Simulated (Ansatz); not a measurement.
`O=C=NC[SiH3]`. Charge 0, multiplicity 1.

```xyz
10

O     2.810   -1.414   -0.858
C     1.976   -0.604   -0.741
N     1.154    0.264   -0.739
C     0.162    0.854    0.110
Si   -1.343   -0.280    0.325
H    -0.161    1.796   -0.338
H     0.586    1.101    1.089
H    -0.899   -1.558    0.936
H    -1.956   -0.548   -0.999
H    -2.329    0.390    1.213
```

Q: List the harmonic frequencies (cm⁻¹, unscaled) at PBE0-D4/def2-TZVP in Ansatz. (Best estimate.)

A: Ansatz gave: 45, 114, 182, 247, 500, 564, 598, 656, 737, 847, 904, 919, 937, 950, 1233, 1263, 1465, 1523, 2226, 2238, 2247, 2405, 3048, 3104.

Q: Is this a minimum?

A: Yes, all 24 modes are real.

Q: Give the ideal-gas thermochemistry at 298.15 K and 1 bar (rigid rotor, harmonic oscillator; point group C1, symmetry number 1).

A: Zero-point energy 173.2 kJ/mol; H(298) − E = 192.9 kJ/mol; entropy 340.0 J/(mol·K), of which translation 164.6, rotation 111.4, vibration 64.1; G(298) − E = 91.5 kJ/mol. Modes under 100 cm⁻¹ are hindered rotations or soft bends, so the harmonic entropy is rough.
